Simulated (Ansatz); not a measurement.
Reaction (ligand exchange at the Si–N bond): `[AlH2][NH][Si]1(Cl)CO1` + `O[SiH3]` → `[SiH3]O[Si]1(Cl)CO1` + `[NH2][AlH2]`

Isolated molecules relaxed with PBE0-D4/def2-TZVP in Ansatz; ΔE leaves out vibrations. CBS: MP2 limit from def2 TZ/QZ plus the TZ coupled-cluster correction, frozen cores. This one scheme is used for every species. DFT in def2-TZVPP. B3LYP here is the variant with VWN-RPA as its local correlation; programs differ in this. One conformer a species, not always the lowest.

Is it downhill or uphill in electronic energy at CCSD(T)/CBS, and by how much? (Estimate.)

Computed: Downhill: ΔE = -0.45 eV.

What do these levels give: PBE-D4, r2SCAN-D4, PBE0-D4, B3LYP-D4, ωB97X-V, ωB97M-V, PBE, MP2/def2-TZVPP, SCS-MP2/def2-TZVPP, CCSD/def2-TZVPP, MP2/def2-QZVPP, CCSD/CBS(def2)? (An estimate is asked.)

Ansatz gave: PBE-D4 -0.40, r2SCAN-D4 -0.46, PBE0-D4 -0.41, B3LYP-D4 -0.49, ωB97X-V -0.45, ωB97M-V -0.44, PBE -0.41, MP2/def2-TZVPP -0.42, SCS-MP2/def2-TZVPP -0.45, CCSD/def2-TZVPP -0.46, MP2/def2-QZVPP -0.43, CCSD/CBS(def2) -0.47 eV.

Largest T1 diagnostic among the species: 0.012.

In def2-TZVPP, CCSD(T) changes the Hartree–Fock value by +0.13 eV (the triples alone add +0.02 eV) and MP2 by +0.15 eV.
